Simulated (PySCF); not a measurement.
XPS shifts beside NMR shieldings

BH₉O₃Si₃.
Geometry (PBE0-D3(BJ)/def2-SVP, Å), atoms numbered from 1 in this order:
```xyz
16
BH9O3Si3 angstrom
O     -1.9615    1.1373    1.0876
B     -2.5958    0.0840    0.5102
O     -3.9297   -0.0828    0.6634
Si    -1.4021   -1.1579   -0.5534
O      0.0839   -0.3790   -0.3155
Si     1.6911   -0.6367   -0.6889
Si     2.8995    1.1422    0.2416
H     -1.0158    1.1070    0.8808
H     -4.3144    0.6185    1.2059
H     -1.3052   -2.5652   -0.0479
H     -1.6837   -1.2397   -2.0226
H      1.8801   -0.6888   -2.1735
H      2.1521   -1.9449   -0.1239
H      4.3665    0.9522    0.0182
H      2.4784    2.4344   -0.3836
H      2.6395    1.2181    1.7132
```

Binding energies: delta-SCF UKS SCAN, pcX-2 on the ionised atom, pcseg-1 elsewhere, spin-free X2C (PySCF 2.14.0). Shieldings: GIAO HF/pcSseg-1, non-relativistic, same geometry.

```tsv
atom	isotropic shielding (ppm)
Si4	424.9
Si6	418.0
Si7	486.9
```

**Question.** What are the Si 1s binding energies of these atoms?

**Answer.** 
```json
{"atom": "Si7", "environment": "SiH3 silicon", "Si 1s (eV)": "1846.33", "isotropic shielding (ppm)": "486.9"}
{"atom": "Si4", "environment": "oxygen-bound silicon", "Si 1s (eV)": "1846.90", "isotropic shielding (ppm)": "424.9"}
{"atom": "Si6", "environment": "oxygen-bound silicon", "Si 1s (eV)": "1847.07", "isotropic shielding (ppm)": "418.0"}
```

**Question.** Among the listed atoms, is the one with the highest binding energy also the least shielded?

**Answer.** Yes: Si6 has both (1847.07 eV, 418.0 ppm).

By binding energy: Si7 < Si4 < Si6. By shielding: Si6 < Si4 < Si7.

Isolated species at its PBE0-D3(BJ)/def2-SVP geometry (one conformer only).
